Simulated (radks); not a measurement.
The promethium anion Pm- inside a hard spherical wall (all orbitals vanish at R), configuration held at [Xe] 4f6 6s2 and not refilled when levels cross. Method: scalar-relativistic Kohn-Sham, PBEsol, spin-polarised, spherical densities, finite nucleus; open shells are filled with parallel spins first (spin-orbit coupling, left out, can overturn this in heavy ions); Fermi nuclear charge, rms radius 4.962 fm; computed with a radial shooting solver on a logarithmic mesh with Libxc functionals. Eigenvalues in eV for spin up, with the zero of energy where the potential of the charges vanishes at infinity; a dash marks a level that is unbound or too diffuse for the functional's potential to be trusted. A positive occupied level is held by the wall or, in an anion where self-interaction has pushed it up, behind a barrier. The pressure on the wall is -dE/dV.

| R (bohr) | E (hartree) | kinetic (hartree) | e(5s) | e(5p) | e(6s) | e(6p, empty) | e(5d, empty) | e(4f) | pressure (GPa) |
|---|---|---|---|---|---|---|---|---|---|
| 12 | -10016.4703 | 10681.528 | -35.521 | -16.505 | 0.700 | - | - | 4.599 | 0.116 |
| 8 | -10016.3909 | 10681.735 | -32.566 | -13.671 | 2.724 | - | - | 7.631 | 1.76 |
| 7 | -10016.3237 | 10681.923 | -31.206 | -12.379 | 4.060 | 7.227 | 6.602 | 9.044 | 4.38 |
| 5 | -10015.8783 | 10683.263 | -26.536 | -8.037 | 11.242 | 17.422 | 11.812 | 14.122 | 45.2 |
| 4 | -10014.9778 | 10686.316 | -21.300 | -3.068 | 23.204 | 33.181 | 18.601 | 20.236 | 231 |
| 2.5 | -10005.2930 | 10718.001 | 7.957 | 29.266 | 114.47 | 138.41 | 62.584 | 54.643 | 7050 |
| 2 | -9988.4339 | 10768.216 | 46.353 | 74.161 | 235.76 | 269.52 | 120.32 | 90.423 | 33100 |
| 1.5 | -9929.1032 | 10937.488 | 172.27 | 217.11 | 572.30 | 620.74 | 286.69 | 174.68 | 235000 |
